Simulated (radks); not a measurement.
The numbers below are computed, except where a source is named.
The potassium anion K-, [Ar] 4s2, held by a Watson sphere: a shell of charge +1 at radius R that stands for the Madelung well of a crystal (potential energy -1/R inside, -1/r outside, in hartree with lengths in bohr). Code: a radial shooting solver on a logarithmic mesh with Libxc functionals. Model: non-relativistic Kohn-Sham, LB94 model potential, spin-polarised, spherical densities, point nucleus. Response by self-consistent Sternheimer equations with the Hartree and adiabatic LDA kernel. The sphere does not respond.

| R (bohr) | e(3s) (eV) | e(3p) (eV) | e(4s) (eV) | <r> 4s (bohr) | sum of <r^2> (bohr^2) | X-ray form factor at sin(theta)/lambda = 0.3 1/angstrom | alpha (bohr^3) |
|---|---|---|---|---|---|---|---|
| 2.19 | -43.121 | -27.176 | -6.331 | 3.937 | 55.14 | 11.019 | 139.1 |
| 3.48 | -40.170 | -24.267 | -5.863 | 4.240 | 60.99 | 11.008 | 180.3 |
| 3.64 | -39.981 | -24.077 | -5.778 | 4.288 | 61.93 | 11.008 | 188.4 |
| 4.01 | -39.624 | -23.717 | -5.578 | 4.401 | 64.18 | 11.007 | 208.8 |
| 4.68 | -39.158 | -23.247 | -5.218 | 4.595 | 68.32 | 11.005 | 250.6 |
